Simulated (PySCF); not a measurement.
# Exercise with solution: oscillator strength and radiative lifetime

C2H8FNSi2, SMILES C=C[SiH2][Si@H](N)F.

Coordinates come from a B3LYP-D3(BJ)/def2-SVP optimisation. The structure was generated by enumeration; whether it is a known compound was not checked. One conformer was computed; it need not be the lowest.

PySCF with TDA-PBE/def2-SVPD puts the first singlet state with f over 0.02 at 5.53 eV (vertical), with the transition dipole (0.806, 0.315, -0.031) in atomic units.

Find the oscillator strength, the wavelength and the radiative lifetime that this transition would have in vacuum if emission retraced absorption.


|μ|² = 0.7498 au, so |μ| = 2.20 D. ΔE = 5.53/27.211 = 0.2032 hartree. f = (2/3) ΔE |μ|² = 0.102 (the program prints 0.102).
λ = 1239.84/5.53 = 224 nm; ν = 44602 cm⁻¹.
Einstein's coefficient A = 0.6670 ν² f s⁻¹ (ν in cm⁻¹) = 1.3e8 s⁻¹, so τ = 1/A = 7.4 ns. This state is S2; the lower singlet has f = 0.020. The figure is the radiative limit of this one transition; relaxation, internal conversion, crossing to triplets and a medium change what is measured.
